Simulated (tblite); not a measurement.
Record of a relaxation.

Species: C4H10BO3 (doublet state).
Bonds: C1–C2, C2–B3, B3–O4, B3–O5, O5–C6, C6–C7, C7–O8. Hydrogens: H9, H10, H11 on C1; H12, H13 on C2; H14 on O4; H15, H16 on C6; H17 on C7; H18 on O8.

Computed with GFN2-xTB (tblite), gas phase: L-BFGS steps from a force-field or distance-geometry start until the largest atomic force falls under 0.01 eV/Å. 5 of its 146 geometries are shown.

Step 0: E = -735.1787 eV, largest atomic force 2.552 eV/Å
```
atom  x, y, z in Å  |  force x, y, z in eV/Å
C1     -2.546    0.288   -0.499   -1.080   0.568  -0.005
C2     -1.589   -0.864   -0.703    0.822  -0.821   0.270
B3     -0.439   -0.871    0.431    0.734  -0.761   0.979
O4     -0.806   -1.055    1.823    0.442   1.785  -1.706
O5      0.968   -0.741    0.050   -2.176   0.413   0.744
C6      1.317    0.625    0.052    0.874   0.162  -0.531
C7      2.787    0.763   -0.339   -0.361   0.834   2.385
O8      3.603    0.128    0.611    0.429  -0.542  -1.996
H9     -3.066    0.205    0.484    0.405   0.132  -0.705
H10    -3.326    0.268   -1.297    0.489   0.141   0.585
H11    -2.021    1.261   -0.553   -0.338  -0.492   0.068
H12    -1.113   -0.787   -1.692   -0.317  -0.148   0.211
H13    -2.143   -1.828   -0.634    0.302   0.633  -0.209
H14    -0.939   -0.149    2.183    0.174  -1.277  -0.105
H15     0.720    1.207   -0.690    0.085  -0.243   0.406
H16     1.185    1.075    1.080    0.032  -0.240  -0.613
H17     3.066    1.838   -0.394   -0.003  -0.598  -0.696
H18     4.334   -0.275    0.077   -0.513   0.454   0.920
```

Step 36: E = -736.9774 eV, largest atomic force 0.387 eV/Å
```
atom  x, y, z in Å  |  force x, y, z in eV/Å
C1     -2.756    0.179   -0.702   -0.034   0.070   0.012
C2     -1.742   -0.967   -0.642   -0.056  -0.096  -0.172
B3     -0.526   -0.598    0.327   -0.087  -0.136  -0.088
O4     -0.597   -0.814    1.661    0.212   0.009  -0.090
O5      0.500    0.002   -0.342   -0.050   0.096   0.372
C6      1.363    0.954    0.297    0.216   0.211   0.017
C7      2.788    0.831   -0.040    0.168  -0.153  -0.209
O8      3.508   -0.024    0.752    0.190  -0.118  -0.029
H9     -3.344    0.224    0.210    0.023   0.003   0.068
H10    -3.433    0.041   -1.541   -0.035   0.017  -0.009
H11    -2.237    1.125   -0.823   -0.029   0.104  -0.056
H12    -1.317   -1.081   -1.638   -0.024  -0.087  -0.119
H13    -2.287   -1.878   -0.411    0.117  -0.128   0.168
H14     0.205   -0.633    2.163   -0.166   0.033  -0.080
H15     0.989    1.923   -0.048    0.010   0.176   0.152
H16     1.299    0.873    1.393   -0.207   0.053  -0.104
H17     3.233    1.176   -0.962   -0.210  -0.091   0.095
H18     4.346   -0.249    0.334   -0.039   0.036   0.072
```

Step 72: E = -737.2020 eV, largest atomic force 0.119 eV/Å
```
atom  x, y, z in Å  |  force x, y, z in eV/Å
C1     -2.812    0.121   -0.809   -0.026   0.018  -0.034
C2     -1.677   -0.894   -0.647   -0.026   0.037  -0.025
B3     -0.461   -0.393    0.263    0.039  -0.026   0.000
O4     -0.166   -1.126    1.359    0.074  -0.053   0.077
O5      0.207    0.718   -0.140    0.026  -0.039  -0.032
C6      1.366    1.252    0.498    0.070  -0.004   0.019
C7      2.623    0.664   -0.019    0.005   0.005   0.043
O8      3.361   -0.107    0.847   -0.035  -0.009  -0.031
H9     -3.256    0.374    0.153    0.075  -0.025  -0.074
H10    -3.591   -0.293   -1.449   -0.007   0.054   0.025
H11    -2.432    1.032   -1.270   -0.039  -0.053   0.076
H12    -1.300   -1.129   -1.645    0.021  -0.021   0.009
H13    -2.072   -1.819   -0.230   -0.059  -0.008   0.006
H14     0.600   -0.867    1.877   -0.005   0.027  -0.066
H15     1.325    2.328    0.284    0.006   0.041   0.007
H16     1.339    1.101    1.585   -0.049   0.047   0.007
H17     2.789    0.566   -1.076    0.006   0.000  -0.028
H18     4.150   -0.441    0.406   -0.077   0.010   0.020
```

Step 109: E = -737.2860 eV, largest atomic force 0.031 eV/Å
```
atom  x, y, z in Å  |  force x, y, z in eV/Å
C1     -2.717    0.144   -0.763    0.002  -0.004  -0.003
C2     -1.653   -0.943   -0.598   -0.006  -0.007   0.002
B3     -0.346   -0.452    0.186   -0.024   0.004   0.005
O4      0.236   -1.285    1.076   -0.014  -0.019  -0.016
O5      0.108    0.794   -0.120    0.011   0.015   0.005
C6      1.258    1.398    0.487    0.019   0.007  -0.003
C7      2.521    0.733    0.099    0.014   0.027  -0.007
O8      2.971   -0.263    0.935   -0.013  -0.005   0.022
H9     -3.132    0.420    0.204    0.000  -0.005  -0.002
H10    -3.526   -0.204   -1.402   -0.025   0.009   0.010
H11    -2.274    1.031   -1.207   -0.003   0.003  -0.016
H12    -1.349   -1.277   -1.593    0.002  -0.008   0.013
H13    -2.091   -1.809   -0.099    0.018   0.007   0.001
H14     1.057   -0.978    1.469    0.009   0.001  -0.004
H15     1.251    2.436    0.137   -0.008  -0.019   0.006
H16     1.156    1.378    1.579   -0.009   0.001  -0.001
H17     2.819    0.704   -0.936    0.020  -0.012   0.001
H18     3.703   -0.740    0.534    0.009   0.005  -0.012
```

Step 145: E = -737.2890 eV, largest atomic force 0.009 eV/Å
```
atom  x, y, z in Å  |  force x, y, z in eV/Å
C1     -2.731    0.148   -0.764    0.002  -0.001   0.000
C2     -1.672   -0.942   -0.597    0.003   0.001  -0.005
B3     -0.345   -0.457    0.159    0.003   0.001  -0.001
O4      0.248   -1.309    1.024   -0.002   0.000  -0.003
O5      0.115    0.790   -0.136    0.005  -0.004  -0.002
C6      1.258    1.393    0.487   -0.001   0.000   0.002
C7      2.535    0.742    0.123    0.003   0.001  -0.006
O8      2.970   -0.264    0.956   -0.005   0.002   0.004
H9     -3.085    0.486    0.207   -0.002  -0.001   0.002
H10    -3.583   -0.223   -1.331    0.002   0.003   0.001
H11    -2.306    1.002   -1.285   -0.001   0.000  -0.001
H12    -1.390   -1.304   -1.588   -0.002  -0.004   0.002
H13    -2.104   -1.793   -0.069    0.001   0.009   0.001
H14     1.079   -1.011    1.406    0.003  -0.004   0.005
H15     1.251    2.431    0.142   -0.005   0.000   0.000
H16     1.137    1.367    1.577   -0.004   0.001   0.002
H17     2.885    0.747   -0.896   -0.006  -0.003   0.003
H18     3.729   -0.716    0.574    0.005   0.000  -0.003
```

**Question.** Summarise the path.

**Answer.** The energy falls by 48.67 kcal/mol from step 0 to step 145; nine tenths of that is first reached at step 41. It rises by more than 0.2 meV at step 12. The largest force goes from 2.552 to 0.009 eV/Å. Among the bonds B3–O5 changes most (a near tie, within 0.001 Å, with another), from 1.463 to 1.362 Å; the atoms move by 1.037 Å rms after alignment.

The cost below is that of the whole relaxation. On an Arm Neoverse V2 with one thread (shared host), this took 0.76 s.
